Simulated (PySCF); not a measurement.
Point-charge models of `CO[Si@H](C)N` against its computed dipole.

Coordinates (GFN2-xTB, Å) and charges (e) from the PBE0/pcSseg-1 density (PySCF):

```
atom       x       y       z  Mulliken      IAO  Hirshfeld  ESP-fitted
  C1   2.223  -0.282   0.498   -0.0077  -0.1950    -0.0336     -0.2233
  O2   1.038   0.445   0.573   -0.6337  -0.6404    -0.2297     -0.3841
 Si3  -0.390   0.104  -0.124   +1.0105  +1.2525    +0.4384     +0.9823
  C4  -1.584   1.393   0.558   -0.6366  -0.7446    -0.2196     -0.7338
  N5  -0.938  -1.459   0.377   -0.6446  -0.8641    -0.3278     -1.0346
  H6   3.003   0.288   1.006   +0.1170  +0.1529    +0.0485     +0.1277
  H7   2.520  -0.447  -0.542   +0.0914  +0.1231    +0.0380     +0.1007
  H8   2.115  -1.254   0.987   +0.0924  +0.1253    +0.0392     +0.1263
  H9  -0.239   0.210  -1.589   -0.1665  -0.2025    -0.1071     -0.2225
 H10  -1.740   1.270   1.624   +0.1408  +0.1623    +0.0451     +0.1888
 H11  -1.217   2.398   0.389   +0.1386  +0.1619    +0.0442     +0.1575
 H12  -2.547   1.307   0.068   +0.1237  +0.1495    +0.0376     +0.1754
 H13  -0.347  -2.260   0.220   +0.1855  +0.2559    +0.1110     +0.3625
 H14  -1.898  -1.712   0.214   +0.1889  +0.2633    +0.1160     +0.3771
```

Compute μ = Σ q r for each scheme (1 e·Å = 4.803 D) and compare with the dipole of the full density.

The full density gives (0.02, -1.65, -0.75) D, 1.82 D in size; dipole vectors point from the negative to the positive end.

| scheme | μx | μy | μz | size (D) | share of the full size (%) | angle to the full dipole (°) |
| --- | --- | --- | --- | --- | --- | --- |
| Mulliken | 1.01 | -1.67 | -1.42 | 2.41 | 133 | 29 |
| IAO | 0.18 | -1.57 | -1.82 | 2.41 | 133 | 25 |
| Hirshfeld | 0.17 | -0.90 | -0.33 | 0.97 | 53 | 10 |
| ESP-fitted | 0.02 | -1.68 | -0.77 | 1.85 | 102 | 0 |

Which set comes closest?

Length of the difference vector: ESP-fitted 0.04 D, Hirshfeld 0.88 D, IAO 1.09 D, Mulliken 1.19 D. Closest: ESP-fitted. ESP charges are fitted to the potential around the molecule, whose slowest-falling term is the dipole's. The schemes that divide the density aren't constrained to reproduce the dipole.

What is left for the Hirshfeld atoms' own dipoles?

The Hirshfeld atoms' densities add up to the full density, so μ = Σ q r + Σ (atomic dipoles). The atomic dipoles sum to (0.02, -1.65, -0.75) − (0.17, -0.90, -0.33) = (-0.15, -0.75, -0.42) D, 0.88 D in size.

With the origin at the mean of the coordinates, (0.000, 0.000, 0.304) Å, which are the largest single terms, by size, of the Hirshfeld dipole along the direction of the full one?

N5 -2.03, C4 +1.47, H13 +1.11, H14 +0.88, O2 +0.56 D; all 14 atoms together +0.96 D. The single terms depend on the origin, their sum doesn't.

Give the size of the full dipole in other units.

1.82 D = 0.714 au = 0.378 e·Å = 6.06 × 10⁻³⁰ C·m.

The structure is a single GFN2-xTB conformer in the gas phase; no vibrational or solvent corrections.

Conformer computed: `[CH3:1][O:2][Si@H:3]([CH3:4])[NH2:5]`: C1–O2–Si3–C4 174°, H–N5–Si3–O2 -57°, H–N5–Si3–O2 165°.
